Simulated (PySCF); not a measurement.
**Name the molecule from its bond curve**

A diatomic of charge 0 contains I. Its doublet curve at r²SCAN in a double-zeta basis (scalar-relativistic core potentials, PySCF), in eV from the separated fragments:

(R (Å), E (eV)): (1.887, -2.239), (1.975, -2.704), (2.062, -2.963), (2.128, -3.057), (2.194, -3.087), (2.260, -3.067), (2.348, -2.982), (2.457, -2.812), (2.589, -2.553), (2.764, -2.167)

The fit gives ωe = 605 cm⁻¹ and the rotational constant Bₑ = 0.4149 cm⁻¹.

Task: Which atom is the partner?

Result: The minimum lies at 2.197 Å, so the reduced mass is 16.8576 u Å² cm⁻¹/(Bₑ·Re²) = 8.418 u. With I at 126.90 u the partner weighs about 9.0 u: Be. The molecule is BeI.

Spin–orbit coupling is left out. The state is the lowest determinant that a PBE0 search found; another state may lie lower at other levels.
